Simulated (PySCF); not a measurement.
SCF from a fresh guess for doublet AgHCl, at the PBE0 minimum. PySCF input:

```python
from pyscf import gto, scf, dft
mol = gto.M(atom='''
Ag     0.000000    -0.553480     0.000000
H      1.283180    -1.537970    -0.000000
Cl    -0.036980     1.736390    -0.000000''',
    basis={'Ag': 'def2-TZVP', 'H': 'def2-TZVP', 'Cl': 'def2-TZVP'},
    ecp={'Ag': 'def2-TZVP'},
    charge=0, spin=1)
mf = dft.UKS(mol, xc='PBE0')
mf.grids.atom_grid = (50, 194)
aux = {'Ag': 'def2-universal-JKFIT', 'H': 'def2-universal-JKFIT', 'Cl': 'def2-universal-JKFIT'}
mf = mf.density_fit(auxbasis=aux)
mf.conv_tol = 1e-08
mf.diis_space = 10
mf.max_cycle = 60
mf.init_guess = 'minao'
mf.verbose = 4
mf.kernel()
```

Excerpt of the output (cycles alone):

```
init E= -596.768796628098
cycle= 1 E= -605.831193056807  delta_E= -9.06  |g|= 2.33  |ddm|= 3.74
cycle= 2 E= -583.293093685524  delta_E= 22.5  |g|= 4.81  |ddm|= 11.2
cycle= 3 E= -606.755093179446  delta_E= -23.5  |g|= 1.35  |ddm|=   11
cycle= 4 E= -607.354222872261  delta_E= -0.599  |g|= 0.653  |ddm|= 2.05
cycle= 5 E= -607.574297445209  delta_E= -0.22  |g|= 0.276  |ddm|= 0.831
cycle= 6 E= -607.603043596017  delta_E= -0.0287  |g|= 0.116  |ddm|= 0.308
cycle= 7 E= -607.610508174247  delta_E= -0.00746  |g|= 0.0226  |ddm|= 0.106
cycle= 8 E= -607.611365285523  delta_E= -0.000857  |g|= 0.00982  |ddm|= 0.0538
cycle= 9 E= -607.611637278341  delta_E= -0.000272  |g|= 0.00569  |ddm|= 0.0345
cycle= 10 E= -607.611728572757  delta_E= -9.13e-05  |g|= 0.00178  |ddm|= 0.023
cycle= 11 E= -607.611745004589  delta_E= -1.64e-05  |g|= 0.000625  |ddm|= 0.0123
cycle= 12 E= -607.611746184168  delta_E= -1.18e-06  |g|= 0.000251  |ddm|= 0.00292
cycle= 13 E= -607.611746312891  delta_E= -1.29e-07  |g|= 9.1e-05  |ddm|= 0.00091
cycle= 14 E= -607.611746328242  delta_E= -1.54e-08  |g|= 5.18e-05  |ddm|= 0.000302
cycle= 15 E= -607.611746331548  delta_E= -3.31e-09  |g|= 1.97e-05  |ddm|= 0.000115
Extra cycle  E= -607.611746332048  delta_E= -5e-10  |g|= 1.95e-05  |ddm|= 5.07e-05
converged SCF energy = -607.611746332048  <S^2> = 0.75812013  2S+1 = 2.0081037
```

No lower solution of this spin was found from smeared starts or by a stability analysis within the unrestricted form.

Open d and f shells are described by one determinant, and the ground state may have another occupation or spin.

The search for the lowest solution, 3 starts and the stability check together, took 17 s on 2 threads of a shared Arm Neoverse N1 host, with 83 basis functions; the process peaked at 0.36 GiB. Launch command: `OMP_NUM_THREADS=2 python axn.py task.json out`.
